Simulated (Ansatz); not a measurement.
Computed with Ansatz on PBE0-D4/def2-TZVP structures; ΔE is electronic, products minus reactants. CCSD(T)/CBS is the MP2 limit (def2-TZVPP, def2-QZVPP) plus CCSD(T) − MP2 in def2-TZVPP, frozen cores. DFT in def2-TZVPP. B3LYP here is the variant with VWN-RPA as its local correlation; programs differ in this. For Ge outer-core shells are correlated without core-valence functions, which leaves a few kJ/mol of doubt a bond. Scalar relativity is left out up to krypton. One conformer a species, not always the lowest.

`B[N](C)[GeH3]` + `N[CH](F)[GeH3]` → `C[N]([GeH3])BF` + `N[CH2][GeH3]`  (redistribution)

`B[N](C)[GeH3]`:

Cartesian coordinates in Å:
```
B 0.132 0.778 -1.459
N 0.048 0.031 -0.291
C 0.292 -1.401 -0.256
Ge -0.388 0.806 1.344
H -0.081 1.957 -1.423
H 0.417 0.226 -2.487
H 0.537 -1.758 -1.257
H -0.589 -1.947 0.099
H 1.126 -1.647 0.411
H -1.654 0.113 1.878
H -0.611 2.302 1.121
H 0.773 0.542 2.321
```

`N[CH](F)[GeH3]`:

Z-matrix (Å, degrees):
```
C
F 1 1.418
Ge 1 1.983 2 107.6
N 1 1.403 2 113.0 3 -123.1
H 1 1.093 2 105.1 3 117.8
H 3 1.536 1 109.5 2 164.0
H 3 1.539 1 107.7 2 -77.0
H 3 1.534 1 109.9 2 43.0
H 4 1.010 1 113.4 2 63.9
H 4 1.012 1 113.4 2 -62.3
```

`C[N]([GeH3])BF`:

Z-matrix (Å, degrees):
```
C
N 1 1.452
H 1 1.095 2 111.5
H 1 1.091 2 110.0 3 -119.8
H 1 1.095 2 111.5 3 120.5
Ge 2 1.862 1 115.4 3 -60.3
B 2 1.393 1 120.9 3 119.7
H 6 1.539 2 107.2 1 58.7
H 6 1.527 2 109.6 1 -179.8
H 6 1.539 2 107.2 1 -58.3
F 7 1.341 2 120.3 1 -180.0
H 7 1.199 2 121.7 1 0.0
```

`N[CH2][GeH3]`:

```xyz
10

N     0.911   -0.941   -0.802
C     0.357    0.378   -0.535
Ge   -1.030    0.251    0.851
H     1.385   -1.307    0.013
H     1.593   -0.906   -1.551
H     1.090    1.141   -0.235
H    -0.133    0.747   -1.440
H    -0.440   -0.457    2.087
H    -2.232   -0.561    0.342
H    -1.501    1.656    1.269
```

```csv
level,ΔE (kJ/mol),difference from CCSD(T)/CBS
PBE-D4,-170.6,15.9
r2SCAN-D4,-179.7,6.8
PBE0-D4,-179.8,6.7
B3LYP-D4,-178.3,8.2
ωB97X-V,-177.3,9.2
ωB97M-V,-180.8,5.7
B2PLYP,-183.4,3.1
PBE,-170.8,15.7
r2SCAN,-179.7,6.8
PBE0,-180.0,6.5
B3LYP,-178.7,7.8
HF/def2-TZVPP,-193.7,-7.2
MP2/def2-TZVPP,-192.1,-5.6
SCS-MP2/def2-TZVPP,-188.6,-2.1
CCSD/def2-TZVPP,-188.6,-2.1
CCSD(T)/def2-TZVPP,-185.8,0.7
HF/def2-QZVPP,-194.3,-7.8
MP2/def2-QZVPP,-192.7,-6.2
SCS-MP2/def2-QZVPP,-189.5,-3.0
HF/CBS(def2),-194.4,-7.9
MP2/CBS(def2),-192.7,-6.2
CCSD/CBS(def2),-189.3,-2.8
CCSD(T)/CBS,-186.5,0
```

Largest T1 diagnostic among the species: 0.013.

From PBE to PBE0 (25 % exact exchange), in def2-TZVPP and without D4, ΔE moves by −9.1 kJ/mol.
